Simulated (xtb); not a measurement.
xtb input:

```bash
xtb mol.xyz --gfn 2 --sp --chrg 0 --uhf 0
```
mol.xyz:
```
19

C      2.17420343     1.40974100     0.06886423
S      1.03349448     0.85106592    -1.24976631
Si    -0.04051763    -0.69950141    -0.22281672
C     -1.28498198    -1.32182849    -1.47116640
C      1.08943801    -2.05406687     0.39582057
S     -0.97972076     0.07729014     1.54548159
C     -2.01087807     1.40992834     0.82930332
H      2.63058316     2.33489745    -0.27639565
H      1.62449789     1.59694787     0.98927457
H      2.95365707     0.67147689     0.24541355
H     -1.88325940    -2.12398113    -1.03526766
H     -0.77836936    -1.70935441    -2.35756781
H     -1.95981678    -0.52630804    -1.78953929
H      0.51566168    -2.82606363     0.91287171
H      1.83295546    -1.66384151     1.09189676
H      1.61453035    -2.51539058    -0.44254147
H     -1.41413930     2.03470888     0.16754059
H     -2.37900947     2.00830198     1.65986311
H     -2.85711224     0.99528502     0.28551092
```

What final total energy does it print?

-22.92678 Eh (GFN2-xTB).
